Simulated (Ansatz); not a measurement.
`C[O][Hf]([F])([Cl])[S]C`. The species carries charge 0 and has multiplicity 1. Hf takes the def2 core potential. The structure was optimised at the PBE0-D4/def2-TZVP level. It is one conformer, not always the lowest.

```xyz
13

C    -1.887    0.389   -1.390
O    -1.099    0.660   -0.275
Hf    0.083    1.015    1.155
F    -0.417   -0.126    2.601
Cl    0.051    3.293    1.740
S     2.319    0.393    0.455
C     1.873   -1.367    0.231
H    -2.532   -0.473   -1.197
H    -2.516    1.252   -1.625
H    -1.255    0.170   -2.256
H     2.573   -1.973    0.804
H     1.941   -1.621   -0.825
H     0.865   -1.613    0.581
```

(1) What is the dipole moment at r2SCAN/def2-TZVPP? (An estimate is asked.)

(2) And with PBE, B3LYP, ωB97M-V? (Estimate.)

(3) Give the Mulliken charges with r2SCAN, PBE, B3LYP in def2-TZVPP. (Estimate.)

Results:

(1) Computed: 3.75 D, with components (-1.50, -2.26, -2.59) D in this frame, pointing from negative to positive charge.

(2) The calculation gave: PBE 3.65 D, B3LYP 3.66 D, ωB97M-V 3.63 D.

(3) Computed: 
```
atom  r2SCAN    PBE  B3LYP
  C1    0.01  -0.13  -0.11
  O2   -0.39  -0.30  -0.39
 Hf3    0.97   0.80   0.96
  F4   -0.35  -0.30  -0.35
 Cl5   -0.29  -0.26  -0.28
  S6   -0.28  -0.25  -0.26
  C7   -0.11  -0.23  -0.24
  H8    0.06   0.10   0.11
  H9    0.07   0.11   0.11
 H10    0.06   0.10   0.10
 H11    0.09   0.13   0.13
 H12    0.09   0.12   0.12
 H13    0.07   0.11   0.10
```

B3LYP here is the variant with VWN-RPA as its local correlation; programs differ in this.
